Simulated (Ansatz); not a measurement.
One change: `C=[N][Ga]([Cl])[Cl]` becomes `[NH2][Ga]([Cl])[Cl]`.

Ansatz, PBE0-D4/def2-TZVP geometries, multiplicity 1. Each molecule was computed in one conformer, which needn't be the lowest.

Scalar relativity is left out up to krypton.

| property | `C=[N][Ga]([Cl])[Cl]` |
| --- | --- |
| LUMO energy (PBE/def2-TZVPP) / eV | -2.92 |
| LUMO energy (PBE0/def2-TZVPP) / eV | -1.95 |
| HOMO–LUMO gap (PBE0/def2-TZVPP) / eV | 5.59 |
| HOMO energy (ωB97M-V/def2-TZVPP) / eV | -9.78 |
| HOMO energy (PBE/def2-TZVPP) / eV | -6.21 |
| size of the dipole moment (PBE/def2-TZVPP) / D | 2.19 |

Q: Give the same properties after the change, and the shifts. (Best estimate.)

A: Computed: 
| property | `[NH2][Ga]([Cl])[Cl]` | shift |
| --- | --- | --- |
| LUMO energy (PBE/def2-TZVPP) / eV | -1.96 | 0.96 |
| LUMO energy (PBE0/def2-TZVPP) / eV | -1.01 | 0.94 |
| HOMO–LUMO gap (PBE0/def2-TZVPP) / eV | 7.05 | 1.46 |
| HOMO energy (ωB97M-V/def2-TZVPP) / eV | -10.44 | -0.66 |
| HOMO energy (PBE/def2-TZVPP) / eV | -6.65 | -0.44 |
| size of the dipole moment (PBE/def2-TZVPP) / D | 2.62 | 0.43 |

With PBE0 the HOMO falls by 0.54 eV and the LUMO rises by 0.94 eV, so the gap widens by about 1.48 eV. PBE moves the HOMO by -0.44 eV and ωB97M-V by -0.66 eV. The zero-point energy changes by -12.8 kJ/mol with -3 modes. Dipoles are sizes alone; their direction can turn.

Positive LUMOs are unbound, so they and the gaps depend on the basis.
